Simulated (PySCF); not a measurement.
PySCF job for Si(OH) (HOSi), SMILES O[Si] (connectivity only; charge and spin as stated), neutral, multiplicity 2, IEF-PCM-M06-2X/def2-TZVPD. Geometry: PBE-D3(BJ)/def2-TZVPD.

```python
import numpy as np
from pyscf import gto, scf, dft
from pyscf.solvent import pcm

mol = gto.M(
    atom='''
    Si   -0.01585259    0.67512953    0.00000000
    O     0.11576364   -0.99182601    0.00000000
    H    -0.70417288   -1.51720537    0.00000000
    ''',
    basis='def2-TZVPD',
    charge=0,
    spin=1,
    max_memory=1600,
    verbose=3,
)
mf = dft.UKS(mol, xc='m06-2x').density_fit(auxbasis='def2-universal-jkfit')
mf.grids.level = 4
mf.conv_tol = 1e-9
mf.max_cycle = 100
mf.kernel()
fine, coarse = mf.grids, dft.Grids(mol).set(level=1).build(with_non0tab=True)
for _ in range(3):  # follow internal instabilities
    mf.grids = coarse
    mo, _, stable, _ = mf.stability(return_status=True, nroots=4)
    mf.grids = fine
    if stable:
        break
    mf.kernel(mf.make_rdm1(mo, mf.mo_occ))
res = {}
for name, eps in {'water': 78.355, 'ethylethanoate': 5.9867, '1-octanol': 9.8629}.items():
    s = mf.PCM()
    s.with_solvent.method, s.with_solvent.eps, s.with_solvent.lebedev_order = 'IEF-PCM', eps, 29
    s.kernel(mf.make_rdm1())
    res[name] = (s.e_tot, eps, s.dip_moment(), s.mo_energy, s.converged)
    print(f'{name}: electrostatic solvation free energy {(s.e_tot - mf.e_tot) * 627.509474:.3f} kcal/mol')
```

It prints:

```

WARN: HOMO -0.0918658478842732 >= LUMO -0.0918658478842712

converged SCF energy = -365.277323787435  <S^2> = 0.75449344  2S+1 = 2.0044884
<class 'pyscf.df.df_jk.DFUKS'> wavefunction is stable in the internal stability analysis

WARN: PCM is an experimental feature. It is still in testing.
Features and APIs may be changed in the future.

converged SCF energy = -365.283688034495  <S^2> = 0.75446864  2S+1 = 2.0044637
Dipole moment(X, Y, Z, Debye): -1.71787, -0.65223,  0.00000
water: electrostatic solvation free energy -3.994 kcal/mol

WARN: PCM is an experimental feature. It is still in testing.
Features and APIs may be changed in the future.

converged SCF energy = -365.28213510759  <S^2> = 0.75447379  2S+1 = 2.0044688
Dipole moment(X, Y, Z, Debye): -1.58141, -0.61415,  0.00000
ethylethanoate: electrostatic solvation free energy -3.019 kcal/mol

WARN: PCM is an experimental feature. It is still in testing.
Features and APIs may be changed in the future.

converged SCF energy = -365.28275327909  <S^2> = 0.7544717  2S+1 = 2.0044667
Dipole moment(X, Y, Z, Debye): -1.63379, -0.62943,  0.00000
1-octanol: electrostatic solvation free energy -3.407 kcal/mol
```

The run converged.

Cost: very roughly 40 core-seconds.
